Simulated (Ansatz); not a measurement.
`C[SiH](O)[SiH3]` + `[SiH3]CI` → `[SiH3]C([SiH3])I` + `C[SiH2]O`  (formal exchange of groups at the Si–Si bond)

Computed with Ansatz on PBE0-D4/def2-TZVP structures; ΔE is electronic, products minus reactants. CCSD(T)/CBS is the MP2 limit (def2-TZVPP, def2-QZVPP) plus CCSD(T) − MP2 in def2-TZVPP, frozen cores. This one scheme is used for every species. DFT in def2-TZVPP. B3LYP here is the variant with VWN-RPA as its local correlation; programs differ in this. Elements past krypton have def2 core potentials. For I outer-core shells are correlated without core-valence functions, which leaves a few kJ/mol of doubt a bond. Each species was taken in one conformer, which may not be the lowest.

| level | ΔE (kJ/mol) |
| --- | --- |
| B3LYP-D4 | -7.0 |
| PBE | 5.4 |

Question: What does CCSD(T)/CBS give? (Best estimate.)

Answer: Ansatz gave: -14.7 kJ/mol. The listed levels differ from it by 7.7, 20.1 kJ/mol.

Largest T1 diagnostic among the species: 0.012.

The D4 term adds −6.1 kJ/mol with B3LYP and −3.0 kJ/mol with PBE0; it sums over pairs of atoms, weighted by their polarisabilities, and B3LYP, whose exchange is more repulsive, gets the larger term. From PBE to PBE0 (25 % exact exchange), in def2-TZVPP and without D4, ΔE moves by −4.1 kJ/mol.
